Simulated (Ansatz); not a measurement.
The same path of CH$_{5}$NSn (8 atoms, charge 0, multiplicity 1) was run 3 times with different band settings. Lost on the way: Sn3–H8. Made: C1–Sn3, N2–H8.

The calculation used RKS PBE0-D4/def2-SVP (Ansatz 0.2.0).

Relaxed end points:

```xyz
8
Properties=species:S:1:pos:R:3
C -1.105 0.708 -0.729
N -0.286 0.250 0.121
Sn 1.404 -1.369 -0.209
H -1.857 1.473 -0.486
H -1.068 0.328 -1.760
H -0.372 0.643 1.061
H 2.464 -0.141 0.538
H 0.912 -1.949 1.408
```

```xyz
8
Properties=species:S:1:pos:R:3
C -0.434 0.350 -0.594
N -0.250 -0.110 0.796
Sn 0.768 -1.518 -0.795
H -1.486 0.298 -0.898
H -0.019 1.347 -0.777
H -1.101 -0.321 1.311
H 2.250 -0.575 -0.457
H 0.363 0.472 1.359
```

Common settings: movable images 7; climbing image yes; spring 5.0 eV/Å²; start path through a guess of the saddle point; force threshold 0.05 eV/Å; end points relaxed.

| run | optimiser | iteration limit | largest step |
| --- | --- | --- | --- |
| 1 | quadratic models (default) | 37 | default |
| 2 | quadratic models (default) | 6 | default |
| 3 | lbfgs | 54 | 0.5 Å |

(1) What does each run give, and how far can it be trusted?

Results:

(1) Run 1: converged after 15 iterations, highest image 1.258 eV above the first end. A vibrational analysis at the climbing image gives one clearly imaginary mode, 1099i cm⁻¹: a first-order saddle point.
Run 2: not converged after 6 iterations, highest image 1.109 eV above the first end. The band didn't meet its force threshold, so its energies are provisional: the largest band force was still 1.05 eV/Å, and over the last iterations the top moved between 1.11 and 1.35 eV.
Run 3: not converged after 54 iterations, highest image 1.269 eV above the first end. The band didn't meet its force threshold, so its energies are provisional: the largest band force was still 0.11 eV/Å, and over the last iterations the top stayed at 1.27 eV.
The orbitals stay closed-shell, which can raise the energy where a bond breaks towards radicals; this wasn't checked here.
